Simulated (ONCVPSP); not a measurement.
# Ga (Z = 31), ONCV: configuration errors across variants

```
Element                 : gallium (Ga)
Generator               : ONCVPSP 4.0.1
Type                    : optimised norm-conserving Vanderbilt (ONCV)
Functional              : LDA (Perdew-Zunger)
Relativity              : scalar-relativistic
Frozen core             : [Ne]
Valence charge          : 21
Reference configuration : 3s2 3p6 3d10 4s2 (charge +1)
Partial waves           : 3s+4s: rc 0.90 bohr, ncon 4, nbas 7, qcut 15.3 1/bohr, 2 projectors; 3p: rc 0.75 bohr, ncon 4, nbas 9, qcut 10.7 1/bohr, 3 projectors, debl 2.6 Ha; 3d: rc 0.65 bohr, ncon 3, nbas 7, qcut 12.3 1/bohr, 1 projector
Local potential         : polynomial inside 0.40 bohr (lpopt 5, dvloc0 -1 Ha)
Core correction         : polynomial model core, fcfact 0.45
```

In the p channel the program set the typed energies aside and used -3.933, 0.250, 2.850 Ha.

All-electron excitation energies from the reference (eV): (1) 3s2 3p6 3d10 4s2 4p1 -5.888; (2) 3s2 3p6 3d10 4s1 21.503; (3) 3s2 3p6 3d10 4s0 53.103; (4) 3s2 3p6 3d9 4s0 117.325.

A true bound ghost makes a file unfit for plane-wave use even where its test errors are small: the radial tests pick states by their node count and pass the ghost by.

Errors AE − PS in meV (a dash: test not solved or not reliable):

```tsv
change	(1)	(2)	(3)	(4)	bound ghosts	GHOST(+) flags above zero
base	+0.6	-1.3	-1.7	-73	none	s
all radii but the core radius scaled by about 0.90 (s 0.82, p 0.68, d 0.58 bohr); local potential polynomial inside 0.36 bohr (lpopt 5, dvloc0 -1 Ha)	+0.6	-1.5	-2.4	-78	p	s
all radii but the core radius scaled by about 1.08 (s 0.98, p 0.80, d 0.70 bohr); local potential polynomial inside 0.44 bohr (lpopt 5, dvloc0 -1 Ha)	+0.5	-1.3	-1.8	-65	none	s
all radii but the core radius scaled by about 1.17 (s 1.06, p 0.88, d 0.76 bohr); local potential polynomial inside 0.46 bohr (lpopt 5, dvloc0 -1 Ha)	+0.5	-1.4	-2.0	-57	none	s
all radii but the core radius scaled by about 1.27 (s 1.14, p 0.96, d 0.82 bohr); local potential polynomial inside 0.52 bohr (lpopt 5, dvloc0 -1 Ha)	+0.5	-1.5	-2.6	-50	none	s
```

Question: Give the same row for: all radii but the core radius scaled by about 0.77 (s 0.70, p 0.58, d 0.50 bohr); local potential polynomial inside 0.32 bohr (lpopt 5, dvloc0 -1 Ha).

Answer: +0.5, -0.4, -0.2, -66; bound ghosts: s, p; GHOST(+) flags above zero: p.
